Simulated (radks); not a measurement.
Values are calculated unless marked as measured or tabulated.
The nitrogen ion N+ inside a hard spherical wall (all orbitals vanish at R), configuration held at [He] 2s2 2p2 and not refilled when levels cross. Code: a radial shooting solver on a logarithmic mesh with Libxc functionals. Model: scalar-relativistic Kohn-Sham, PBE, spin-polarised, spherical densities, point nucleus; open shells are filled with parallel spins first. Eigenvalues in eV for spin up, with the zero of energy where the potential of the charges vanishes at infinity; a dash marks a level that is unbound or too diffuse for the functional's potential to be trusted. A positive occupied level is held by the wall or, in an anion where self-interaction has pushed it up, behind a barrier. The pressure on the wall is -dE/dV.

[
 {"R (bohr)": "free", "E (hartree)": "-54.02007", "kinetic (hartree)": "53.945", "e(1s)": "-401.70", "e(2s)": "-33.826", "e(2p)": "-22.032", "e(3s, empty)": "-", "e(3p, empty)": "-", "pressure (GPa)": "0"},
 {"R (bohr)": "15", "E (hartree)": "-54.02007", "kinetic (hartree)": "53.945", "e(1s)": "-401.70", "e(2s)": "-33.826", "e(2p)": "-22.032", "e(3s, empty)": "-", "e(3p, empty)": "-", "pressure (GPa)": "< 0.0001"},
 {"R (bohr)": "10", "E (hartree)": "-54.02007", "kinetic (hartree)": "53.945", "e(1s)": "-401.70", "e(2s)": "-33.826", "e(2p)": "-22.032", "e(3s, empty)": "-5.822", "e(3p, empty)": "-", "pressure (GPa)": "< 0.0001"},
 {"R (bohr)": "8", "E (hartree)": "-54.02007", "kinetic (hartree)": "53.945", "e(1s)": "-401.70", "e(2s)": "-33.826", "e(2p)": "-22.032", "e(3s, empty)": "-5.616", "e(3p, empty)": "-3.321", "pressure (GPa)": "< 0.0001"},
 {"R (bohr)": "7", "E (hartree)": "-54.02006", "kinetic (hartree)": "53.945", "e(1s)": "-401.70", "e(2s)": "-33.825", "e(2p)": "-22.031", "e(3s, empty)": "-5.253", "e(3p, empty)": "-2.730", "pressure (GPa)": "0.00140"},
 {"R (bohr)": "4", "E (hartree)": "-54.00625", "kinetic (hartree)": "54.057", "e(1s)": "-400.96", "e(2s)": "-33.379", "e(2p)": "-21.496", "e(3s, empty)": "4.677", "e(3p, empty)": "8.620", "pressure (GPa)": "4.65"},
 {"R (bohr)": "3", "E (hartree)": "-53.88350", "kinetic (hartree)": "54.742", "e(1s)": "-397.36", "e(2s)": "-31.008", "e(2p)": "-18.751", "e(3s, empty)": "25.944", "e(3p, empty)": "29.004", "pressure (GPa)": "81.4"},
 {"R (bohr)": "2.5", "E (hartree)": "-53.58811", "kinetic (hartree)": "56.007", "e(1s)": "-391.77", "e(2s)": "-26.720", "e(2p)": "-14.112", "e(3s, empty)": "53.548", "e(3p, empty)": "53.485", "pressure (GPa)": "375"},
 {"R (bohr)": "2", "E (hartree)": "-52.61880", "kinetic (hartree)": "59.258", "e(1s)": "-379.83", "e(2s)": "-15.105", "e(2p)": "-2.687", "e(3s, empty)": "114.05", "e(3p, empty)": "104.14", "pressure (GPa)": "1970"},
 {"R (bohr)": "1.5", "E (hartree)": "-49.13452", "kinetic (hartree)": "68.306", "e(1s)": "-354.52", "e(2s)": "21.346", "e(2p)": "28.352", "e(3s, empty)": "267.96", "e(3p, empty)": "225.17", "pressure (GPa)": "13400"}
]
